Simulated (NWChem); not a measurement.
System: SiIClF2; SMILES F[Si](F)(Cl)I

The following NWChem deck was run.

```
start job
memory heap 200 mb stack 900 mb global 1100 mb
geometry units angstroms noautoz
  F     -1.277899     1.298945     1.288004
  Si    -0.391250     0.953719     0.000000
  F     -1.277899     1.298945    -1.288004
  Cl     1.247303     2.145847     0.000000
  I      0.156620    -1.378862     0.000000
end
basis spherical
  F library def2-svp
  Si library def2-svp
  Cl library def2-svp
  I library def2-svp
end
ecp
  I library def2-ecp
end
dft
  xc b3lyp
  iterations 150
end
tddft
  nroots 8
  notriplet
end
task tddft energy
```

NWChem printed, in part:

```
             Northwest Computational Chemistry Package (NWChem) 7.3.0
             --------------------------------------------------------

 CS  symmetry detected

                             Geometry "geometry" -> ""
                             -------------------------

 Output coordinates in angstroms (scale by  1.889725989 to convert to a.u.)

  No.       Tag          Charge          X              Y              Z
 ---- ---------------- ---------- -------------- -------------- --------------
    1 F                    9.0000    -1.26323233     1.32171866     1.28800400
    2 Si                  14.0000    -0.38325646     0.95982103     0.00000000
    3 F                    9.0000    -1.26323233     1.32171866    -1.28800400
    4 Cl                  17.0000     1.27750294     2.12081342     0.00000000
    5 I                   53.0000     0.12049476    -1.38268412     0.00000000

 Effective nuclear repulsion energy (a.u.)     662.8981704027

      Symmetry information
      --------------------

 Group name             Cs
 Group number              2
 Group order               2
 No. of unique centers     4

                                 NWChem DFT Module
                                 -----------------

 Summary of "ao basis" -> "ao basis" (spherical)
 ------------------------------------------------------------------------------
       Tag                 Description            Shells   Functions and Types
 ---------------- ------------------------------  ------  ---------------------
 F                          def2-svp                 6       14   3s2p1d
 Si                         def2-svp                 8       18   4s3p1d
 Cl                         def2-svp                 8       18   4s3p1d
 I                          def2-svp                10       26   4s4p2d

      Symmetry analysis of basis
      --------------------------

        a'         58
        a"         32

[...]

                                NWChem TDDFT Module
                                -------------------

            General Information
            -------------------
           No. of orbitals :     180
            Alpha orbitals :      90
             Beta orbitals :      90
        Alpha frozen cores :       0
         Beta frozen cores :       0
     Alpha frozen virtuals :       0
      Beta frozen virtuals :       0
         Spin multiplicity :       1
    Number of AO functions :      90
        Use of symmetry is : off
      Symmetry adaption is : on
         Schwarz screening :  0.10D-07

              XC Information
              --------------
                  B3LYP Method XC Potential
              Hartree-Fock (Exact) Exchange   0.20
                 Slater Exchange Functional   0.80 local
             Becke 1988 Exchange Functional   0.72 non-local
       Lee-Yang-Parr Correlation Functional   0.81
           VWN I RPA Correlation Functional   0.19 local

             TDDFT Information
             -----------------
          Calculation type : TDDFT
         Wavefunction type : Restricted singlets
          No. of electrons :      74
           Alpha electrons :      37
            Beta electrons :      37
              No. of roots :       8
          Max subspacesize :    5600
            Max iterations :     100
               Target root :       1
           Target symmetry : none
      Symmetry restriction : off
                 Algorithm : Optimal
        Davidson threshold :  0.10D-03

    8 smallest eigenvalue differences (eV)
--------------------------------------------------------
  No. Spin  Occ  Vir  Irrep   E(Occ)    E(Vir)   E(Diff)
--------------------------------------------------------
    1    1   37   38 a'       -0.298    -0.044     6.910
    2    1   36   38 a"       -0.300    -0.044     6.963
    3    1   35   38 a'       -0.358    -0.044     8.533
    4    1   34   38 a"       -0.361    -0.044     8.601
    5    1   37   39 a"       -0.298     0.030     8.931
    6    1   36   39 a'       -0.300     0.030     8.984
    7    1   33   38 a'       -0.383    -0.044     9.223
    8    1   37   40 a'       -0.298     0.043     9.286
--------------------------------------------------------

  Entering Davidson iterations
  Restricted singlet excited states

  Iter   NTrls   NConv    DeltaV     DeltaE      Time
  ----  ------  ------  ---------  ---------  ---------
    1      8       0     0.27E+00   0.10+100       10.5
    2     24       0     0.13E+00   0.40E-01       17.1
    3     40       0     0.71E-01   0.53E-01       20.3
    4     56       0     0.10E-01   0.38E-02       20.0
    5     72       0     0.29E-02   0.10E-03       20.9
    6     88       2     0.90E-03   0.39E-05       20.2
    7    100       7     0.26E-03   0.21E-06       19.1
    8    102       8     0.97E-04   0.17E-07       11.0
  ----  ------  ------  ---------  ---------  ---------
  Convergence criterion met

  Ground state a'      -1247.014441615067 a.u.

  ----------------------------------------------------------------------------
  Root   1 singlet a'             0.214369477 a.u.                5.8333 eV
  ----------------------------------------------------------------------------
     Transition Moments    X -0.18374   Y -0.19271   Z -0.00000
     Dipole Oscillator Strength                    0.0101323278
     Electric Quadrupole                           0.0000000034
     Magnetic Dipole                               0.0000002704
     Total Oscillator Strength                     0.0101326016

[...]
```

Level: B3LYP/def2-SVP with def2 effective core potentials on I, full TDDFT. Geometry: optimised at PBE0/def2-SVP. B3LYP is NWChem's, with the RPA form of VWN correlation. def2 effective core potentials on I; no spin-orbit coupling.
